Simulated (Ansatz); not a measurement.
Name a neutral molecule of Br, Si and H with HOMO energy (B3LYP/def2-TZVPP) between -8.45 and -8.15 eV and zero-point energy (PBE0-D4/def2-TZVP) between 48 and 64 kJ/mol (Ansatz, PBE0-D4/def2-TZVP geometry).

`Br[SiH2]Br` (-8.37 eV, 51.1 kJ/mol). Other molecules can fit too; these were computed, each in one conformer that needn't be the lowest.

B3LYP here is the variant with VWN-RPA as its local correlation; programs differ in this.
